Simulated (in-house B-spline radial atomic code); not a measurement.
Results of a calculation; reference values are marked as such.
## Making a Troullier-Martins p channel for F, r_c = 1.05 bohr

F, [He] 2s2 2p5, non-relativistic LDA (VWN5), spherical and spin-unpolarised, from a B-spline radial code for spherical atoms (atomic units). The all-electron 2p level is ε = -0.415606 hartree and its outer maximum at 0.70 bohr.

Inside r_c the pseudo-orbital is u(r) = r^2 exp(p(r)), with p = c0 + c2 r² + c4 r⁴ + … + c12 r¹². The seven coefficients follow from p and its first four derivatives at r_c, from zero curvature of the screened potential at the origin, c4 = −c2²/(2l + 5), and from the norm inside r_c. At r_c the all-electron orbital has P = 0.8081501, P' = -0.4390573, the screened potential V = -1.593109, V' = 3.457488, V'' = -10.29231, and the norm inside is Q = 0.5603056.

Task: What are p, p' and p'' at r_c?

Result: p = ln(P/r_c^2) = ln(0.8081501/1.1025) = -0.31059. p' = P'/P − 2/r_c = -0.54329 − 1.90476 = -2.44805. The radial equation gives p'' = 2(V − ε) − 2(2) p'/r_c − p'² = -2.35501 − (-9.32590) − 5.99294 = 0.97795. Differentiating, p''' = 2V' + 2(2)p'/r_c² − 2(2)p''/r_c − 2p'p'' = -0.90422, and p'''' = 2V'' − 4(2)p'/r_c³ + 4(2)p''/r_c² − 2(2)p'''/r_c − 2p''² − 2p'p''' = 0.53409.

For a trial c2 the five matching conditions are linear in c0, c6, c8, c10 and c12, and c2 is varied until the norm inside r_c equals Q. The root nearest zero gives:

| n | c_n |
| --- | --- |
| 0 | 2.01981 |
| 2 | -3.054362 |
| 4 | -1.332733 |
| 6 | 6.322379 |
| 8 | -6.8344 |
| 10 | 3.313325 |
| 12 | -0.6209551 |

Task: Check c4 and p(r_c), and find the screened pseudopotential at the origin.

Result: −c2²/7 = -1.33273, as listed. The terms c_n r_c^n are 2.01981, -3.36743, -1.61995, 8.47259, -10.09752, 5.39706, -1.11515, which sum to -0.31059. Inverting the radial equation, V_l(r) = ε + 2 p'/r + (p'' + p'²)/2, so V_l(0) = ε + (2l + 3) c2 = -0.415606 + 5 × (-3.05436) = -15.6874 hartree, finite where the all-electron potential diverges.

Orbitals and screened potentials:

```tsv
r (bohr)	P	u	V all-electron	V pseudo
0.105	0.1499	0.08033	-67.84	-15.66
0.262	0.5122	0.4177	-20.23	-14.89
0.42	0.7651	0.7658	-9.743	-11.8
0.578	0.8819	0.9211	-5.567	-6.916
0.735	0.9032	0.9201	-3.472	-3.138
0.892	0.8697	0.871	-2.297	-1.928
1.05	0.8082	0.8082	-1.593	-1.593
```

Logarithmic derivatives P'/P at R = 1.35 bohr, for energies E around ε:

```csv
E − ε (hartree),all-electron,pseudo
-0.5,0.410759,0.413563
-0.25,-0.0503858,-0.0492726
-0.1,-0.413702,-0.413457
0,-0.711169,-0.711169
0.1,-1.07132,-1.07092
0.25,-1.78922,-1.7853
0.5,-4.0085,-3.96624
```

Task: With P(R) = 0.6672067 and a norm of 0.724416 inside R, what slope in energy does norm conservation fix?

Result: d(P'/P)/dE = −2 × (norm inside R)/P(R)² = -3.2546 per hartree·bohr at E = ε, for both atoms, since orbital and norm agree at R. Differences over ±0.1 hartree give -3.2881 (all-electron) and -3.2873 (pseudo), which also hold third-order terms. Half a hartree below ε the two curves differ by +0.0028.
